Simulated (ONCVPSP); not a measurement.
# Scattering properties, ONCV potential for zirconium

* Element: Zr
* Generator: ONCVPSP 4.0.1
* Type: optimised norm-conserving Vanderbilt (ONCV)
* Functional: PBEsol
* Relativity: fully relativistic
* Frozen core: [Ar] 3d10 4s2
* Valence charge: 10
* Reference configuration: 4p6 4d3 5s1
* Partial waves: 5s: rc 3.45 bohr, ncon 3, nbas 6, qcut 2.1 1/bohr, 3 projectors, debl 3 Ha; 4p: rc 1.35 bohr, ncon 4, nbas 8, qcut 5.4 1/bohr, 2 projectors, debl 1.6 Ha; 4d: rc 2.95 bohr, ncon 4, nbas 9, qcut 5.6 1/bohr, 2 projectors, debl 3.4 Ha
* Local potential: polynomial inside 1.10 bohr (lpopt 5, dvloc0 3 Ha)
* Core correction: none

Open shells are filled in proportion to 2j + 1.

The phase is arctan(r·R′/R) of the radial function R(r), unwrapped; energies in Ha, scanned from -3 to 5 Ha. A pole is an energy at which the radial function vanishes at the test radius. The pseudo phase is shifted by a multiple of π to meet the all-electron one at the reference energy, and phase errors are pseudo minus all-electron; the curves can meet again beyond the range given. Levels narrower than the energy grid can be missing from the lists of poles. n/a: not evaluated, since a narrow level or a reset projector energy made the automatic matching unsafe.

Problem. For each channel, where are the poles, and over which energies does the pseudopotential scatter like the atom?

Solution.

```json
{"channel": "s", "radius (bohr)": "3.51", "reference energy (Ha)": "-0.14", "poles, all-electron": "0.41, 2.83", "poles, pseudo": "0.33, 1.05, 2.83", "unbroken range about the reference energy with phases within 0.05 rad": "n/a", "phase error 1 Ha above the reference energy (rad)": "n/a"}
{"channel": "p3/2", "radius (bohr)": "1.37", "reference energy (Ha)": "-1.10", "poles, all-electron": "2.11", "poles, pseudo": "2.10", "unbroken range about the reference energy with phases within 0.05 rad": "the whole range", "phase error 1 Ha above the reference energy (rad)": "-0.000"}
{"channel": "p1/2", "radius (bohr)": "1.37", "reference energy (Ha)": "-1.16", "poles, all-electron": "1.88", "poles, pseudo": "1.87", "unbroken range about the reference energy with phases within 0.05 rad": "the whole range", "phase error 1 Ha above the reference energy (rad)": "-0.000"}
{"channel": "d5/2", "radius (bohr)": "3.00", "reference energy (Ha)": "-0.08", "poles, all-electron": "0.14, 2.36", "poles, pseudo": "0.14, 2.38", "unbroken range about the reference energy with phases within 0.05 rad": "below 0.7", "phase error 1 Ha above the reference energy (rad)": "+0.152"}
{"channel": "d3/2", "radius (bohr)": "3.00", "reference energy (Ha)": "-0.09", "poles, all-electron": "0.13, 2.34", "poles, pseudo": "0.13, 2.37", "unbroken range about the reference energy with phases within 0.05 rad": "below 0.7", "phase error 1 Ha above the reference energy (rad)": "+0.157"}
```

Phases in the d5/2 channel:

```
E (Ha)  all-electron  pseudo
 -2.98         1.412   1.412
 -2.76         1.405   1.405
 -2.54         1.396   1.396
 -2.32         1.386   1.386
 -2.10         1.375   1.375
 -1.88         1.361   1.361
 -1.66         1.343   1.344
 -1.44         1.321   1.322
 -1.22         1.292   1.292
 -1.00         1.249   1.249
 -0.78         1.179   1.180
 -0.56         1.040   1.041
 -0.34         0.589   0.593
 -0.12        -0.950  -0.950
  0.10        -1.523  -1.521
  0.32        -1.738  -1.732
  0.54        -1.953  -1.935
  0.76        -2.411  -2.340
  0.98        -3.555  -3.412
  1.20        -4.221  -4.170
  1.42        -4.444  -4.422
  1.64        -4.551  -4.538
  1.86        -4.617  -4.609
  2.08        -4.664  -4.659
  2.30        -4.703  -4.699
  2.52        -4.739  -4.736
  2.74        -4.775  -4.773
  2.96        -4.818  -4.817
  3.18        -4.877  -4.877
  3.40        -4.976  -4.976
  3.62        -5.209  -5.201
  3.84        -6.102  -6.013
  4.06        -7.248  -7.181
  4.28        -7.547  -7.513
  4.50        -7.660  -7.635
  4.72        -7.719  -7.699
  4.94        -7.758  -7.739
```
